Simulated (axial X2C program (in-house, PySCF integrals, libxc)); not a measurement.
Low determinants of MgPt at the PBE0 level, two-component

Computed with an in-house relativistic program for diatomic molecules. Two-component (2c) means X2C with spin–orbit coupling and atomic mean-field two-electron Coulomb and Gaunt terms. Basis: Pt dyall-cv3z [13s14p9d6f4g], Mg dyall-cv3z [9s8p6d3f] (cores contracted in-house); Gaussian nuclei, density fitting, unrestricted open shells. Masses: Pt 194.965 u, Mg 23.985 u.

Search at 2.465 Å (vertical energies from the lowest determinant):

| ΔE (eV) | state | electrons beyond evenly filled partner blocks | electrons in ±ω = 1/2, 3/2, 5/2, 7/2 |
| --- | --- | --- | --- |
| 0.00 | Ω = 3 | ω = 1/2, ω = 5/2 | 53 26 9 2 |
| 0.06 | Ω = 2 | ω = -1/2, ω = 5/2 | 53 26 9 2 |
| 0.28 | Ω = 0 | none | 52 26 10 2 |
| 0.29 | Ω = 1 | 2 × ω = 1/2 | 52 26 10 2 |
| 0.34 | Ω = 2 | ω = 1/2, ω = 3/2 | 53 25 10 2 |
| 0.39 | Ω = 1 | ω = -1/2, ω = 3/2 | 53 25 10 2 |
| 2.36 | Ω = 1 | ω = -3/2, ω = 5/2 | 52 27 9 2 |

Lowest determinant, Ω = 3 (⟨Sz⟩ = 1.00, ⟨Lz⟩ = 2.00 at PBE0): Re = 2.457 Å, ωe = 300.3 cm⁻¹.

The determinant in row 2 of the search, Ω = 2 (⟨Sz⟩ = 0.00, ⟨Lz⟩ = 2.00 at PBE0), was followed along the bond at PBE0; measured from the minimum of the lowest determinant it gives:

Te = 0.057 eV (461 cm⁻¹), Re = 2.453 Å, ωe = 303.2 cm⁻¹.

Compare the bond of the determinant in row 2 with that of the lowest one.

At PBE0 its Re is 0.004 Å shorter and its force constant, which goes as ωe², is 1.02 times that of the lowest determinant. This determinant mixes spin states, so it has no term energy of its own.

The search compares states at one distance, so a state with another bond length can lie lower; it is not exhaustive and yields mostly the lowest determinant of each block pattern, so other components and higher states of one pattern are missing. These are energies of single determinants, not of spin-adapted states; PBE0 term energies can be off by some tenths of an eV, and the functional has no current term. Open-shell Ω = 0 determinants with evenly filled partner blocks cannot be reached by this program, so the Ω shown need not be the lowest component. The lowest determinant need not be the ground state where others lie within half an eV.
